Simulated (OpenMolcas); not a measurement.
**Mo4+: effect of the active space**

| Property | Result |
| --- | --- |
| Program | OpenMolcas 26.06 |
| Method | XMS-CASPT2, IPEA 0.25 Eh, imaginary shift 0.1 Eh |
| Basis | ANO-RCC-VTZP |
| Scalar Hamiltonian | DKH2, point nucleus |
| Spin-orbit coupling | RASSI with atomic mean-field integrals over the reference wave functions, term energies averaged over their components |

A. 2 electrons in 5 orbitals (4d); 2S+1 = 3 even, 10 roots; 2S+1 = 1 even, 15 roots; closed shells correlated: 4s 4p; CASPT2 step roughly 2.1 core-seconds
B. 2 electrons in 10 orbitals (4d 5d); 2S+1 = 3 even, 10 roots; 2S+1 = 1 even, 15 roots; closed shells correlated: 4s 4p; CASPT2 step about 50 core-seconds

Energies in cm⁻¹ above 4d² ³F₂, the measured ground level; measured values from Sugar and Musgrove, J. Phys. Chem. Ref. Data 17, 155 (1988).

| Level | A | B | Measured |
| --- | --- | --- | --- |
| 4d² ³F₂ | 0.0 | 0.0 | 0.0 |
| 4d² ³F₃ | 1520 | 1526 | 1578 |
| 4d² ³F₄ | 3250 | 3260 | 3357 |
| 4d² ¹D₂ | 10370 | 10430 | 10190 |
| 4d² ³P₀ | 11580 | 11680 | 11161 |
| 4d² ³P₁ | 12210 | 12290 | 11807 |
| 4d² ³P₂ | 13700 | 13770 | 13408 |
| 4d² ¹G₄ | 16940 | 16960 | 16354 |
| 4d² ¹S₀ | 38420 | 39000 | 37738 |

Deviations, from unrounded energies. A percentage is the sum of absolute deviations over the sum of measured energies, with the sign that they share, or ± where signs differ.

| Against measurement | Levels | A | B |
| --- | --- | --- | --- |
| mean absolute deviation (cm-1) | 8 | 340 | 450 |
| fine structure of the ground term (%) | 2 | -3.3 | -2.9 |
| other terms of the ground configuration (%) | 6 | +2.5 | +3.5 |

A lies closest to measurement on these levels. The largest miss of A in the table is 4d² ¹S₀, by +690 cm-1. The ranking rests on the paired levels alone, and a cruder setting can come out closer through cancelling errors.

The two smallest mean deviations differ by little beside CASPT2's spread within terms, so their order carries little weight.

Between A and B the level of the table that moves most is 4d² ¹S₀, by 580 cm-1 (lowest in A, highest in B). Moves below CASPT2's spread within the term are not significant.

Term energies are means over components that CASPT2 splits; among the terms shown or strongly mixed into the levels shown the widest spread is 1100 cm-1 (4d² ¹G, B). Active for correlation alone: 5d; no level in the range computed is led by a configuration that fills it, so any true level of that kind is missing (holds for B). Measured partners are found by configuration, term and J. A level has none where our copy of the source lacks it or the pairing is in doubt (some pairs that miss far off the trend of their configuration count as doubtful), and it then counts in no deviation. Only configurations of the active space appear.
